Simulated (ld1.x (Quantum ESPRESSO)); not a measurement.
Transferability test, TM semilocal potential for Si

Si, norm-conserving Troullier–Martins (semilocal form), made with ld1.x (Quantum ESPRESSO) 7.5 (LDA (PZ), scalar-relativistic). Core [Ne], reference 3s2 3p1 (charge +1). Waves: 3p (bound): rc 1.85 bohr; 3s (bound): rc 1.55 bohr. Local part: the s channel. Core correction: a·sin(br)/r model core inside 1.30 bohr.

Energies are relative to the spin-unpolarised reference configuration 3s2 3p1; without spin polarisation the order of configurations can differ from experiment. Spin-polarised rows fill each open shell by Hund’s rule, majority spin first.

Task: Give the all-electron excitation energy and the error of the potential for: 3s2 3p2; 3s2 3p0; 3s1 3p0; 3s0 3p4; 3s1 3p3; 3s2 3p2.3; 3s1 3p2; 3s2 3p1 (spin-polarised); 3s2 3p2 (spin-polarised).

Result:

```json
{"valence configuration": "3s2 3p2", "charge": "0", "ΔE all-electron (eV)": "-7.829", "error AE − PS (meV)": "+3.5"}
{"valence configuration": "3s2 3p0", "charge": "+2", "ΔE all-electron (eV)": "16.114", "error AE − PS (meV)": "+8.7"}
{"valence configuration": "3s1 3p0", "charge": "+3", "ΔE all-electron (eV)": "50.259", "error AE − PS (meV)": "+51"}
{"valence configuration": "3s0 3p4", "charge": "0", "ΔE all-electron (eV)": "5.950", "error AE − PS (meV)": "-3.9"}
{"valence configuration": "3s1 3p3", "charge": "0", "ΔE all-electron (eV)": "-1.022", "error AE − PS (meV)": "+0.4"}
{"valence configuration": "3s2 3p2.3", "charge": "-0.3", "ΔE all-electron (eV)": "-8.786", "error AE − PS (meV)": "+4.6"}
{"valence configuration": "3s1 3p2", "charge": "+1", "ΔE all-electron (eV)": "7.413", "error AE − PS (meV)": "-0.9"}
{"valence configuration": "3s2 3p1 (spin-polarised)", "charge": "+1", "ΔE all-electron (eV)": "-0.205", "error AE − PS (meV)": "+4.4"}
{"valence configuration": "3s2 3p2 (spin-polarised)", "charge": "0", "ΔE all-electron (eV)": "-8.441", "error AE − PS (meV)": "+15"}
```

Levels in the configuration 3s2 3p2 (spin-polarised):

```json
{"level": "3s up", "all-electron (eV)": "-11.352", "pseudo (eV)": "-11.371"}
{"level": "3p up", "all-electron (eV)": "-4.593", "pseudo (eV)": "-4.603"}
{"level": "3s down", "all-electron (eV)": "-9.958", "pseudo (eV)": "-9.938"}
```
